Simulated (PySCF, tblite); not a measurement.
A set of runs on `C/C=C/[P@@](C)(=S)C(F)(F)F`; the geometry of each is named by its level. Settings lines and outputs come from a driver script.

Compound: C5H8F3PS.
SMILES with atom numbers: `[CH3:1]/[CH:2]=[CH:3]/[P@@:4]([CH3:5])(=[S:6])[C:7]([F:8])([F:9])[F:10]` (hydrogens: H11, H12, H13 on C1; H14 on C2; H15 on C3; H16, H17, H18 on C5)

Step 1: GFN2-xTB geometry optimisation, gas phase (tblite 0.8.0) (from a force-field or distance-geometry start)
```json
{"job": {"kind": "relax", "xc": "GFN2-xTB", "basis": "xTB"}, "charge": 0, "multiplicity": 1}
```
```
step      E/eV     max force
  0    -945.17741    4.338
  1    -945.41270    1.512
  2    -945.50970    0.665
...
118    -945.69994    0.014
119    -945.69998    0.013
120    -945.70003    0.013
121    -945.70006    0.012
122    -945.70008    0.007
```

Energy lowered by 12.1 kcal/mol over 122 steps; largest atomic force 0.007 eV/Å at the end. «max force» is the largest atomic force in eV/Å.

The run took 1.8 s wall on one thread of an Arm Neoverse N1, no GPU, on a shared host.

Step 2: GFN2-xTB harmonic vibrations, gas phase (tblite 0.8.0) (on the GFN2-xTB geometry)
```json
{"job": {"kind": "ir", "xc": "GFN2-xTB", "basis": "xTB"}, "charge": 0, "multiplicity": 1}
```
```
(table of modes left out)
```

48 modes from 36 to 3050 cm⁻¹ (unscaled, harmonic); zero-point energy 76.0 kcal/mol; all wavenumbers are real at this level.

On an Arm Neoverse N1 with one thread, shared host, this took 1.4 s wall.

Step 3: PBE0-D3(BJ)/def2-SVP geometry optimisation, gas phase (PySCF 2.14.0) (from the GFN2-xTB geometry)
```json
{"job": {"xc": "PBE0", "basis": "def2-SVP", "d3": "d3bj", "grid": 1, "shake": 0.01, "kind": "geom"}, "charge": 0, "multiplicity": 1}
```
```
step   0  E = -1233.06276935  max force = 0.041094
step   1  E = -1233.06855481  max force = 0.008330
step   2  E = -1233.06894713  max force = 0.004480
step   3  E = -1233.06916398  max force = 0.003082
step   4  E = -1233.06935129  max force = 0.000899
step   5  E = -1233.06935620  max force = 0.001860
step   6  E = -1233.06939751  max force = 0.000559
step   7  E = -1233.06942946  max force = 0.000655
step   8  E = -1233.06946283  max force = 0.000809
step   9  E = -1233.06948181  max force = 0.000482
step  10  E = -1233.06948409  max force = 0.000189
optimisation converged
```

Final energy -1233.06948 Eh after 10 steps; dipole 4.31 D. Energies in Eh; «max force» is the largest Cartesian gradient component in Eh/bohr.

Hardware: one thread of an Arm Neoverse N1, shared host with 64 logical CPUs at a one-minute load of 61. Cost: 6.5 min of wall time, 0.89 GiB resident at most.

Step 4: TDDFT B3LYP/def2-SVPD, vertical, gas phase, core orbitals frozen in the response (PySCF 2.14.0, density-fitted response routines) (on the PBE0-D3(BJ)/def2-SVP geometry)
```json
{"job": {"kind": "uv", "xc": "B3LYP", "basis": "def2-SVPD", "ip": true}, "charge": 0, "multiplicity": 1}
```
```
...
Static polarisability (au): isotropic 112.484, principal 92.840 113.888 130.724
Singlet excitations
state   eV       nm        f      main configurations
  1   4.4522    278.5   0.00154   H->L 0.80, H-1->L 0.20
  2   4.5602    271.9   0.00380   H-1->L 0.80, H->L 0.20
  3   5.7429    215.9   0.03159   H->L+1 0.75, H->L+2 0.17
  4   5.8454    212.1   0.03015   H-1->L+1 0.72, H-1->L+2 0.18
  5   6.1110    202.9   0.00221   H->L+2 0.48, H->L+1 0.13, H->L+3 0.12
  6   6.2950    197.0   0.01780   H-1->L+2 0.31, H->L+4 0.23, H->L+3 0.19
  7   6.3215    196.1   0.01297   H-1->L+2 0.40, H->L+4 0.16, H->L+2 0.15
  8   6.4509    192.2   0.04322   H-1->L+4 0.31, H-1->L+3 0.27, H->L+4 0.14
  9   6.5583    189.0   0.01383   H-1->L+3 0.37, H->L+3 0.30, H-1->L+6 0.11
 10   6.6139    187.5   0.06531   H-1->L+4 0.24, H->L+3 0.23, H-2->L 0.16
Triplet excitations (Tamm-Dancoff, eV): 4.2166 4.3886 4.5056 5.2764
Vertical ionisation energy (delta-SCF) = 8.8388 eV
Vertical electron affinity (delta-SCF) = -0.5394 eV
```

HOMO -6.61 eV, LUMO -1.26 eV; lowest singlet 4.45 eV; lowest triplet 4.22 eV (Tamm–Dancoff); mean polarisability 112.5 au.

Time: 13 min; peak memory 1.3 GiB. Hardware: one thread, Arm Neoverse N1 (aarch64), no GPU, shared host.

Geometry of the electronic-property runs (PBE0-D3(BJ)/def2-SVP):
```
atom  x, y, z in Å
C1     3.1121   -0.0948    0.2274
C2     1.7621    0.0898   -0.3664
C3     0.5998   -0.0123    0.2884
P4    -0.9566    0.2340   -0.5805
C5    -1.9333    1.3897    0.4234
S6    -0.8572    0.6073   -2.4792
C7    -1.8513   -1.3840   -0.1754
F8    -3.1160   -1.3448   -0.5854
F9    -1.8606   -1.5864    1.1537
F10   -1.2531   -2.4207   -0.7420
H11    3.7192    0.8152    0.0898
H12    3.0718   -0.3341    1.2992
H13    3.6489   -0.9036   -0.2953
H14    1.7091    0.3270   -1.4390
H15    0.5526   -0.2561    1.3563
H16   -1.9777    1.0619    1.4719
H17   -2.9454    1.4407   -0.0011
H18   -1.4625    2.3798    0.3531
```

 (This holds for the electronic-property runs.)

One conformer stands for the species.
